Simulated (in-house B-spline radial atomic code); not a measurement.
Results of a calculation; reference values are marked as such.
## What the choice of pseudopotential does to G0W0 on PBE0: Re

All numbers come from an all-electron radial atomic-structure program (B-spline basis), non-relativistic (model numbers for so heavy an element), configuration [Xe] 4f14 5d5 6s2, open shells at high spin. Semilocal Troullier-Martins pseudo-atoms, one channel per l, are made with PBE or LDA for several valence sets and radii, with or without a model core, and set against the all-electron atom. One channel fits only the lowest state of its l, so a second state of that l is approximate. All electrons give 6s down: PBE0 -4.664 eV, G0W0 -6.901 eV, 6s up: PBE0 -5.982 eV, G0W0 -8.281 eV. Potentials are made in the ion's own configuration unless the neutral atom is named, and a smooth local potential serves every l without a channel. Potentials that miss their own reference levels by more than 6 millihartree, or need radii over 3.5 bohr, are left out. Columns give pseudo minus all-electron, in eV; a dash marks a level in the core or of low weight.

```
          valence  made with                 radii (bohr)  model core (bohr)  6s down PBE0  6s down G0W0  6s up PBE0  6s up G0W0
         5p 5d 6s        LDA         s 2.27 p 0.87 d 1.11               none          0.00         -0.24       -0.38       -0.86
         5p 5d 6s        PBE         s 2.84 p 1.11 d 1.39               none         +0.01         -0.21       -0.38       -0.80
         5p 5d 6s        LDA         s 3.27 p 1.25 d 1.60               none         +0.01         -0.22       -0.40       -0.87
         5p 5d 6s        LDA         s 2.27 p 0.87 d 1.11               0.93         -0.05         -0.31       -0.42       -0.86
         5p 5d 6s        LDA         s 2.56 p 0.98 d 1.25               0.93         -0.04         -0.29       -0.44       -0.85
         5p 5d 6s        PBE         s 3.27 p 1.28 d 1.60               0.93         -0.04         -0.29       -0.44       -0.88
      5p 4f 5d 6s        PBE  s 3.40 p 1.45 d 1.80 f 1.81               none         +0.03         -0.16       -0.34       -0.81
      5p 4f 5d 6s        LDA  s 2.27 p 0.87 d 1.11 f 1.11               0.62         -0.01         -0.23       -0.34       -0.77
      5p 4f 5d 6s        PBE  s 2.56 p 1.00 d 1.25 f 1.25               0.62          0.00         -0.20       -0.34       -0.75
      5p 4f 5d 6s        PBE  s 3.27 p 1.28 d 1.60 f 1.60               0.62          0.00         -0.20       -0.34       -0.78
   5s 5p 4f 5d 6s        PBE  s 0.92 p 1.00 d 1.25 f 1.25               none         -0.11         -0.15       -0.13       -0.17
   5s 5p 4f 5d 6s        LDA  s 1.18 p 1.25 d 1.60 f 1.60               none         -0.04         -0.05       -0.04       -0.05
   5s 5p 4f 5d 6s        PBE  s 0.92 p 1.00 d 1.25 f 1.25               0.61         -0.09         -0.11       -0.09       -0.11
4d 5s 5p 4f 5d 6s        PBE  s 1.33 p 1.45 d 0.58 f 1.81               none         -0.17         -0.33       -0.22       -0.42
```

How does the G0W0 shift of 6s down, which all sets hold, depend on the valence set?

Mean size: 5s 5p 4f 5d 6s: 0.10 eV; 5p 4f 5d 6s: 0.20 eV; 5p 5d 6s: 0.26 eV; 4d 5s 5p 4f 5d 6s: 0.33 eV. A larger valence set can do worse when it takes only part of a shell, whose exchange with the frozen rest is then left to the functional. The means mix radii and the functional used in making the potentials.
